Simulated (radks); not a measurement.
Values are calculated unless marked as measured or tabulated.
Initial-state core-level shifts of neutral magnesium when its valence configuration changes from [Ne] 3s2. Level of theory: non-relativistic Kohn-Sham, LDA (Slater exchange, Perdew-Wang correlation), spin-polarised, spherical densities, point nucleus; open shells are filled with parallel spins first (a radial shooting solver on a logarithmic mesh with Libxc functionals). Shifts are changes of the shell-averaged eigenvalues in eV (positive: less bound); the change of the density at the nucleus, which sets a Mossbauer isomer shift, is in e/bohr^3, on a base of 1086.

\begin{tabular}{lrrrr}
valence & 1s & 2s & 2p & density at nucleus \\ \hline
3s1 3p1 & -1.687 & -1.685 & -1.666 & -1.4309 \\
3s1.5 3p0.5 & -0.975 & -0.964 & -0.956 & -0.6788 \\
3p2 & -3.534 & -3.508 & -3.471 & -3.1883 \\
3s0.5 3p1.5 & -2.629 & -2.614 & -2.586 & -2.2837 \\
\end{tabular}
